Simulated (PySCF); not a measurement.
BCl2, SMILES Cl[B-]Cl (connectivity only; charge and spin as stated), charge -1, multiplicity 1.

Coordinates come from a PBE0-D3(BJ)/def2-TZVPD optimisation.

Computed with PySCF with PBE/def2-TZVPD.

Symmetry labels are those of the subgroup C2v that the program uses (full group C2v).

Computed valence orbital energies around the gap with their symmetry:
| orbital | symmetry | energy (eV) |
|---|---|---|
| HOMO−7 | B2 | -14.78 |
| HOMO−6 | A1 | -6.65 |
| HOMO−5 | B2 | -4.41 |
| HOMO−4 | B1 | -3.57 |
| HOMO−3 | A1 | -3.49 |
| HOMO−2 | A2 | -2.70 |
| HOMO−1 | B2 | -2.12 |
| HOMO | A1 | 0.79 |
| LUMO | B1 | 2.84 |
| LUMO+1 | A1 | 3.25 |
| LUMO+2 | B2 | 3.50 |
| LUMO+3 | A1 | 3.98 |
